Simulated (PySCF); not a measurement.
Heteronuclear NMR

Bonds (- single, = double, # triple, : aromatic): N1#C2, C2-C3, C3-C4, C4-Si5, Si5-N6, N6-C7, C7=O8, Si5-C9, C9-C3. C3 carries H10; C4 carries H11, H12; Si5 carries H13; N6 carries H14; C7 carries H15; C9 carries H16, H17. Stereochemistry as in N#C[C@H]1C[Si@@H](NC=O)C1. H11, H17 are cis to C2 on the ring; H12, H16 are trans to C2 on the ring.

PySCF 2.14.0 with density-fitted response routines calculation with geometry from GFN2-xTB and NMR shieldings at PBE0/pcSseg-1/GIAO; one conformer, in vacuum, non-relativistic Hamiltonian, rapidly exchanging positions averaged.

Problem. Where does 29Si resonate?

Solution. 
```json
{"atoms": "Si5", "environment": "silicon bonded to 2 C, N, H, in a 4-membered ring", "σ (ppm)": "377.6", "δ (ppm)": "-30.4"}
```

Shieldings were converted by a linear fit to measured shifts: 29Si: δ = 279.94 − 0.822σ (rms 8.9 ppm, 72 shifts, 25.8 ppm with the 6 outliers that the fit left out vs TMS, solution or neat liquid). A few per cent of atoms miss by over 2 rms, more outside the fitted compound classes.

On a 500 MHz spectrometer 29Si resonates near 99.3 MHz, so 1 ppm is 99.3 Hz.

Problem. What are the 15N shifts?

Solution. 
```
atoms          environment  σ (ppm)  δ (ppm)
   N1     nitrile nitrogen    -28.1   -122.1
   N6  amide-type nitrogen    126.8   -264.9
```

Shieldings were converted by a linear fit to measured shifts: 15N: δ = -148.07 − 0.921σ (rms 6.3 ppm, 71 shifts vs CH3NO2, solution or neat liquid). A few per cent of atoms miss by over 2 rms, more outside the fitted compound classes.

On a 500 MHz spectrometer 15N resonates near 50.7 MHz, so 1 ppm is 50.7 Hz.

Problem. What are the 17O shifts?

Solution. 
```csv
atoms,environment,σ (ppm),δ (ppm)
O8,amide-type carbonyl oxygen,-98.6,356.5
```

Shieldings were converted by a linear fit to measured shifts: 17O: δ = 266.70 − 0.911σ (rms 10.7 ppm, 155 shifts, 12.2 ppm with the 3 outliers that the fit left out vs liquid water, solution or neat liquid). Occasional misses reach two or three times the rms, and more in compound classes unlike the fitted ones.

On a 400 MHz spectrometer 17O resonates near 54.2 MHz, so 1 ppm is 54.2 Hz.

Hydrogen bonding in solution shields acid and N–H amide carbonyl oxygens by tens of ppm.
